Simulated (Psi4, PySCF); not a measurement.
H$_{5}$BO$_{2}$SSi, singlet, geometry from GFN2-xTB, atoms displaced at random by about 0.03 Å a coordinate. Base run: R2SCAN/STO-3G, gradient (PySCF).

The PySCF input:
```python
from pyscf import gto, scf, dft

mol = gto.Mole()
mol.atom = '''
    Si    1.65240614    0.80235746   -0.12957237
    S     0.55289454   -1.04439573    0.00998861
    B    -1.11996125   -0.16925635    0.07430929
    O    -2.32160566   -0.79585525    0.17071152
    O    -1.10741315    1.18894328    0.02088540
    H     1.31186621    1.47189447   -1.37869435
    H     1.46335215    1.55188487    1.04503226
    H     3.00067394    0.21845347   -0.21510079
    H    -2.26481880   -1.76738304    0.22960735
    H    -1.92805140    1.66966416    0.09490756
'''
mol.basis = 'sto-3g'
mol.verbose = 4
mol.build()

mf = dft.RKS(mol)
mf.xc = 'r2scan'
mf.kernel()
g = mf.nuc_grad_method()
grad = g.kernel()
```

Programs used: Psi4, PySCF; a row that names a program was run with it.

The coordinate followed is z of atom 2.

Variants of this job, named by their change:

| change | dE/dx (Eh/bohr) | net force (Eh/bohr) |
|---|---|---|
| base | -0.000747 | 0.002737 |
| grid_response = on | -0.000831 | 0.000000 |
| grids.level = 0; grid_response = on | 0.000181 | 0.000000 |
| grids.level = 5; grid_response = on | -0.000859 | 0.000000 |
| finite difference step (bohr) = 1e-5; conv_tol = 1e-11 | -0.000831 | - |
| density fitting = on; auxbasis_response = off | -0.000724 | 0.007940 |
| code = psi4 | -0.000935 | 0.003759 |
| density fitting = on | -0.000747 | 0.002737 |
| finite difference step (bohr) = 0.05; conv_tol = 1e-11 | -0.000832 | - |
| grids.level = 0; grid_response = off | -0.000685 | 0.019753 |
| grids.level = 1; grid_response = off | -0.001205 | 0.012828 |
| grids.level = 5; grid_response = off | -0.000859 | 0.001349 |

The net force is zero for an exact gradient.
